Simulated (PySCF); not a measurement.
# Ionisation energy of Bi(67+) by level of theory

Bi(67+) [Ne] 3s2 3p4 [3p1/2^2 3p3/2^2, M_J = 2] → Bi(68+) [Ne] 3s2 3p3 [3p1/2^2 3p3/2^1, M_J = 3/2], as a difference of total energies. Computed with PySCF 2.14 in an uncontracted even-tempered set (17 s from 23 bohr⁻², ratio 2.4; 14 p from 30 bohr⁻², ratio 2.4; 4 d from 100 bohr⁻², ratio 2.6; 4 f from 160 bohr⁻², ratio 2.6), with the two-component X2C-1e Hamiltonian. Correlated levels: 1s2 frozen; the 44 highest virtual spinors dropped. "Screened" scales the spin-orbit matrix elements by Boettger's factors to mimic the two-electron term; Breit and QED terms are absent.

```csv
method,ionisation energy (eV)
GHF (spin-free),8033.6
GMP2 (spin-free),8035.1
GHF (screened spin-orbit),7878.2
GMP2 (screened spin-orbit),7878.9
```

Breit and QED terms and the two-electron picture change are absent.

The spin-free rows relax to the high-spin LS determinant and lack the spin-orbit shift.

The labels give the starting determinants; with spin-orbit coupling the two ends relaxed to ⟨J²⟩ = 6.00, ⟨L²⟩ = 3.35, ⟨S²⟩ = 1.42 and ⟨J²⟩ = 3.75, ⟨L²⟩ = 2.65, ⟨S²⟩ = 1.50.

For comparison: 7870 ± 40 eV (theoretical estimate listed by NIST; NIST Atomic Spectra Database, ionization energies).
